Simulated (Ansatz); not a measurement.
aminoborane (H4BN), singlet, at a GFN2-xTB geometry. Base run: B3LYP/3-21G (Ansatz, a program for electronic structure).

Ansatz was given this input:
Ansatz 0.2 input:
```yaml
crystal:
  periodic: [false, false, false]
  atoms:
    - {symbol: B, position_ang: [-0.77307193, 0.03810398, -0.00610888]}
    - {symbol: N, position_ang: [0.60276472, -0.02970970, 0.00476310]}
    - {symbol: H, position_ang: [-1.38946287, -0.95786383, -0.02622734]}
    - {symbol: H, position_ang: [-1.28877919, 1.08987185, 0.00506365]}
    - {symbol: H, position_ang: [1.20319210, 0.77796860, 0.02194645]}
    - {symbol: H, position_ang: [1.12105659, -0.89252861, -0.00358004]}
basis:
  gaussian:
    orbitals: 3-21G.json
hamiltonian:
  xc: b3lyp
```
The basis file holds 3-21G in the JSON format of the Basis Set Exchange.

The bond that is stretched is that between atoms 5 and 2. A test that says stable can miss a lower solution.

Variants of this job, named by their change:

```tsv
change	ΔE vs base (kcal/mol)	<S^2>	stability test says
base	0.000	0.000	minimum (restricted orbitals)
spin_polarized = on; lower_state_search = off	0.000	0.000	undecided (no full test)
spin_polarized = on; lower_state_search = standard	0.000	0.000	minimum
bond × 1.25	17.72	0.000	minimum (restricted orbitals)
spin_polarized = on; lower_state_search = off; bond × 1.25	17.72	0.000	undecided (no full test)
spin_polarized = on; lower_state_search = standard; bond × 1.25	17.72	0.000	minimum
bond × 1.5	49.82	0.000	minimum (restricted orbitals)
spin_polarized = on; lower_state_search = off; bond × 1.5	49.82	0.000	undecided (no full test)
spin_polarized = on; lower_state_search = standard; bond × 1.5	49.82	0.000	minimum
bond × 1.8	85.9	0.000	minimum (restricted orbitals)
spin_polarized = on; lower_state_search = off; bond × 1.8	85.9	0.000	undecided (no full test)
spin_polarized = on; lower_state_search = standard; bond × 1.8	85.9	0.000	minimum
bond × 2.2	121.5	0.000	minimum (restricted orbitals)
spin_polarized = on; lower_state_search = off; bond × 2.2	121.5	0.000	undecided (no full test)
spin_polarized = on; lower_state_search = standard; bond × 2.2	112.5	0.647	minimum
bond × 3.0	160.0	0.000	minimum (restricted orbitals)
spin_polarized = on; lower_state_search = off; bond × 3.0	160.0	0.000	undecided (no full test)
spin_polarized = on; lower_state_search = standard; bond × 3.0	123.6	0.979	minimum
```

Where a bond breaks into two radicals, a solution with restricted orbitals usually stops being the lowest and lies too high; an unrestricted one lies lower at the price of spin contamination, which <S^2> shows.
